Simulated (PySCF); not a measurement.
Lu(OH)3 at several levels of theory

Computed with PySCF 2.14.0 (density fitting, no spin-orbit coupling) at the geometry relaxed with r2SCAN:

```xyz
7
Lu(OH)3 (singlet in the valence; each metal's 4f electrons, 14 of them, lie in its core potential, out of spins and levels)
Lu    0.0000    0.0000    0.1388
O     2.0029    0.0000    0.1441
H     2.9596    0.0000    0.1487
O    -1.0015    1.7346    0.1441
H    -1.4798    2.5631    0.1487
O    -1.0015   -1.7346    0.1441
H    -1.4798   -2.5631    0.1487
```

| level | basis | state | HOMO (eV) | gap (eV) | charge on Lu1 (e) | population of f-type functions on Lu1 (polarisation alone where 4f lies in the core) | dipole about the centre of mass (D) | largest force component (eV/Å) |
| --- | --- | --- | --- | --- | --- | --- | --- | --- |
| r2SCAN | Lu lcecp-1-SVP with ECP60, O def2-SVP, H def2-SVP | singlet | -6.34 | 4.69 | 0.99 | 0.08 | 0.02 | 0.01 |
| TPSSh | the same | singlet | -6.72 | 5.19 | 0.98 | 0.08 | 0.02 | 0.15 |
| r2SCAN | Lu lcecp-1-TZVP with ECP60, O def2-TZVP, H def2-TZVP | singlet | -6.59 | 4.90 | 1.64 | 0.07 | 0.02 | 0.26 |

In the lcecp rows the 4f levels are missing from HOMO and gap, and the state counts the valence alone.

Charges are Mulliken's, which hang on the basis. The relaxation used the grid (50, 194), these runs (75, 302) or, all-electron (x2c bases, spin-free X2C Hamiltonian), (99, 590).

Problem. A further run in the first row's basis gives HOMO (eV) -7.67, gap (eV) 6.33, charge on Lu1 (e) 1.01, population of f-type functions on Lu1 (polarisation alone where 4f lies in the core) 0.08, dipole about the centre of mass (D) 0.02, largest force component (eV/Å) 0.15. Which level was it?
A. PBE0
B. HF
C. wB97X

Solution. A. The others give HOMO -10.16 eV (wB97X); -12.01 eV (HF).

In the first row's basis the gap widens with exact exchange: 4.7 eV for r2SCAN (none); 5.2 to 6.3 eV for TPSSh, PBE0 (a fixed share); 10.6 to 13.0 eV for wB97X, Hartree–Fock (rising or full at long range).

No frequency check is given that shows the relaxed geometry to be a minimum. An lcecp potential fixes the number of 4f electrons, so in runs with it no electron can move into or out of that shell.
